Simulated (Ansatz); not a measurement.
A nudged elastic band was laid between two geometries of ClH₃O₂Sn (7 atoms, charge 0, multiplicity 1).

These are results of Ansatz 0.2.0, RKS PBE-D4/def2-SVPD, not measurements.

- movable images: 7
- climbing image: yes
- spring: 5.0 eV/Å²
- optimiser: quadratic models (default)
- start path: through a guess of the saddle point
- force threshold: 0.05 eV/Å
- iteration limit: 60
- end points: relaxed

Image 0:

```xyz
7
Properties=species:S:1:pos:R:3
O -0.316 1.610 -0.586
Sn -0.107 -0.052 0.522
O 1.671 -0.884 0.129
Cl -1.851 -1.499 -0.222
H -1.007 1.486 -1.265
H -0.162 0.239 2.205
H 1.832 -0.968 -0.829
```

Image 8:

```xyz
7
Properties=species:S:1:pos:R:3
O -0.339 1.426 0.183
Sn -0.475 -0.730 1.295
O 1.391 -0.520 0.348
Cl -1.631 -1.539 -0.743
H -0.911 1.371 -0.608
H 0.543 1.032 -0.095
H 1.485 -1.107 -0.425
```

(1) Which bonds break or form, and what moves?

(2) Give the energies along the band, and the barrier.

(3) What is the geometry of the highest image?

Results:

(1) Bonds broken: Sn2–H6. Bonds formed: O1–H6.

(2) It converged. The highest image is number 3 of 0 to 8, 31.8 kcal/mol above the first end and 62.3 kcal/mol above the last; the last end lies 30.5 kcal/mol below the first. Neighbouring images differ by up to 2.3 eV, so the band resolves the path poorly. A vibrational analysis at the climbing image gives one clearly imaginary mode, 1048i cm⁻¹: a first-order saddle point. The orbitals stay closed-shell, which can raise the energy where a bond breaks towards radicals; this wasn't checked here.

```csv
image,path coordinate (Å),energy (kcal/mol),Sn2–H6 (Å),O1–H6 (Å)
0,0.00,0.0,1.71,3.11
1,0.72,0.9,1.71,3.06
2,1.45,10.7,1.71,2.48
3,2.17,31.8,1.78,1.68
4,3.09,-20.2,2.50,0.98
5,4.01,-27.3,3.04,0.97
6,4.92,-27.6,3.28,0.97
7,5.84,-29.6,2.90,0.98
8,6.76,-30.5,2.46,1.01
```

(3) 
```xyz
7
Properties=species:S:1:pos:R:3
O -0.313 1.655 -0.195
Sn 0.032 -0.309 0.624
O 1.820 -0.924 -0.070
Cl -1.536 -1.792 -0.441
H -1.131 1.809 -0.711
H -0.516 1.191 1.402
H 1.705 -1.698 -0.655
```

Time of the run: 2.6 min on 2 threads of AMD EPYC 9R45 96-Core Processor (Zen 5), with other jobs on the host, peak memory 0.19 GiB.
